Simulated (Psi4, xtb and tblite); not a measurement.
Internal rotation in SMILES [SiH3]CC[Si](C)(C)C. Scanned: dihedral Si2–C5–C6–Si7; all other coordinates were relaxed at GFN2-xTB. Points at φ and −φ are mirror images. Heavy atoms are numbered in the order of the SMILES C[Si](C)(C)CC[SiH3], hydrogens after them in the order of the atoms that carry them; the mirror image has the same energies with the sign of each dihedral reversed.

GFN2-xTB (xtb and tblite); PBE/def2-SVP // GFN2-xTB (Psi4); PBE-D3(BJ)/def2-SVP // GFN2-xTB (Psi4).

Energies relative to the lowest point of each profile, in kJ/mol:

| φ / ° | GFN2-xTB | PBE/def2-SVP |
|---|---|---|
| -160 | 2.5 | 2.0 |
| -140 | 7.8 | 7.0 |
| -120 | 10.3 | 9.6 |
| -100 | 7.7 | 7.9 |
| -60 | 3.4 | 6.6 |
| -40 | 10.2 | 11.6 |
| 60 | 3.4 | 6.6 |
| 80 | 4.1 | 7.6 |
| 100 | 7.7 | 7.9 |
| 120 | 10.3 | 9.6 |
| 140 | 7.8 | 7.0 |
| 160 | 2.5 | 2.0 |

### Question
Estimate the PBE-D3(BJ)/def2-SVP values at these points.

### Answer
-160: 2.0; -140: 6.7; -120: 8.6; -100: 6.1; -60: 2.9; -40: 7.7; 60: 2.9; 80: 4.8; 100: 6.1; 120: 8.6; 140: 6.7; 160: 2.0 (kJ/mol).
